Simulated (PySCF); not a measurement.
All values below come from M06-2X/def2-TZVP (PySCF 2.14.0). All species are isolated molecules in the gas phase. One relaxed conformer stands for a flexible species; it need not be the lowest. Excitations are Tamm–Dancoff values on a coarser integration grid. The basis has no diffuse functions, so Rydberg states are missing or too high.

Reference species (SMILES): `B/C(C)=C/C` (neutral, multiplicity 1).

| Quantity | Result |
|---|---|
| HOMO–LUMO gap | 7.82 eV |
| S1 excitation (TDA) | 5.32 eV |

Changed species: `BC(=C)CC`.

### Question
What does the change do to the HOMO–LUMO gap and S1 excitation (TDA)?

### Answer
the HOMO–LUMO gap rises by 0.22 eV, to 8.04 eV; the S1 excitation (TDA) falls by 0.15 eV, to 5.17 eV.
